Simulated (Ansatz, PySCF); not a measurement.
This PySCF input computes a SVWN5/def2-TZVPD energy:

```python
from pyscf import gto, scf, dft

mol = gto.M(
    atom='''
    Si   -1.71605935   -0.16426501    0.11213644
    As    0.77497313    0.07429075   -0.05062150
    H    -1.90455372    1.07396271   -0.78733721
    H    -1.72429042    0.68390134    1.39990077
    H     0.95139032   -0.76361090   -1.32847615
    H     1.12817154   -1.14613761    0.81651183
    ''',
    basis='def2-tzvpd',
    charge=-1,
    spin=0,
    verbose=4,
)

mf = dft.RKS(mol, xc='svwn').density_fit(auxbasis='def2-universal-jkfit')
mf.grids.level = 3
mf.conv_tol = 1e-9
mf.max_cycle = 100
mf.max_memory = 1500
mf.kernel()
if not mf.converged:
    mf = mf.newton()
    mf.kernel(mf.make_rdm1())
mf.analyze()
```

Task: Write an input for the same energy in Ansatz (a quantum-chemistry and plane-wave program) and say what it gives.

Result: 
Ansatz 0.2 input:
```yaml
crystal:
  periodic: [false, false, false]
  atoms:
    - {symbol: Si, position_ang: [-1.71605935, -0.16426501, 0.11213644]}
    - {symbol: As, position_ang: [0.77497313, 0.07429075, -0.05062150]}
    - {symbol: H, position_ang: [-1.90455372, 1.07396271, -0.78733721]}
    - {symbol: H, position_ang: [-1.72429042, 0.68390134, 1.39990077]}
    - {symbol: H, position_ang: [0.95139032, -0.76361090, -1.32847615]}
    - {symbol: H, position_ang: [1.12817154, -1.14613761, 0.81651183]}
basis:
  gaussian:
    orbitals: def2-TZVPD
hamiltonian:
  xc: {name: SVWN5}
total_charge: -1
output: {forces: true}
```
It gives -2523.32565 Eh, and PySCF -2523.32572 Eh, a difference of 0.07 mEh, from the treatment of integrals and grids.

It need not be the lowest isomer of its formula. Whether it binds its extra electron was not tested at this geometry.
